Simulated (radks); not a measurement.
The numbers below are computed, except where a source is named.
N4+, 3 electrons, occupied as [He] 2s1.

Level of theory: scalar-relativistic Kohn-Sham, PBE, spin-polarised, spherical densities, finite nucleus; open shells are filled with parallel spins first; Fermi nuclear charge, rms radius 2.5582 fm (a radial shooting solver on a logarithmic mesh with Libxc functionals).

Energy parts (eV):
part                     energy
total                 -1315.723
kinetic                1315.786
electron-nucleus      -2806.555
Hartree                 302.001
exchange-correlation   -126.954

Orbitals (lengths in bohr, moments of r in powers of bohr):
| orbital | occ. | eigenvalue (eV) | <r^4> |
|---|---|---|---|
| 1s up | 1 | -480.3265 | 0.01292 |
| 1s down | 1 | -478.9325 | 0.01282 |
| 2s up | 1 | -89.6008 | 2.756 |

The highest occupied level is 2s up at -89.601 eV. For comparison, the ionisation energy in NIST's Atomic Spectra Database is 97.890 eV (measured). In exact Kohn-Sham theory the highest level is minus the ionisation energy, but local and semilocal functionals leave it too shallow, through self-interaction and a potential that decays too fast; potentials with the right tail come closer. The electron density at the nucleus is 211.3 e/bohr^3 (large components only). The density falls to 0.001 e/bohr^3 at r = 2.14 bohr.
